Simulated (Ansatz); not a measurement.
Ansatz (a first-principles code) input (wB97X-V/def2-TZVPD):

Ansatz 0.2 input:
```yaml
crystal:
  periodic: [false, false, false]
  atoms:
    - {symbol: Ge, position_ang: [0.45971327, -0.54685647, 0.74244815]}
    - {symbol: O, position_ang: [2.01997716, -0.93290290, 0.28985494]}
    - {symbol: Br, position_ang: [-0.88201833, 0.71321801, -0.74506229]}
basis:
  gaussian:
    orbitals: def2-TZVPD
hamiltonian:
  xc: {name: wB97X-V}
total_charge: 1
```

End of the output:

```
integrals: 0.11 GiB planned
1054 factors; their error is unknown
integrals: 0.15 GiB planned
203 factors; integrals over basis functions are off by at most 2.5e-4 eV
mean field: 0.96 GiB planned
mean field evaluation 1: about -128570.9199 eV, gradient 9.6e1 eV
mean field evaluation 2: about -128441.4560 eV, gradient 2.1e2 eV
mean field evaluation 4: about -128588.4684 eV, gradient 1.7e1 eV
mean field evaluation 8: about -128588.9570 eV, gradient 1.1e0 eV
mean field evaluation 16: about -128589.3300 eV, gradient 5.4e-3 eV
mean field -128589.33003515 eV, -4725.5707178133 hartree, gradient 8.1e-5 eV, S^2 0.000000; 0 other end points of the search recorded, 0 dependent functions left out
reference -128589.33003332 eV, -4725.5707177460 hartree; 37, 37 occupied and 114, 114 virtual orbitals, 1054 factors
Total energy: -128589.33003332 eV, -4725.5707177460 hartree
```

This state (charge 1, singlet) is run at the relaxed geometry of the species with charge 0 and multiplicity 2.
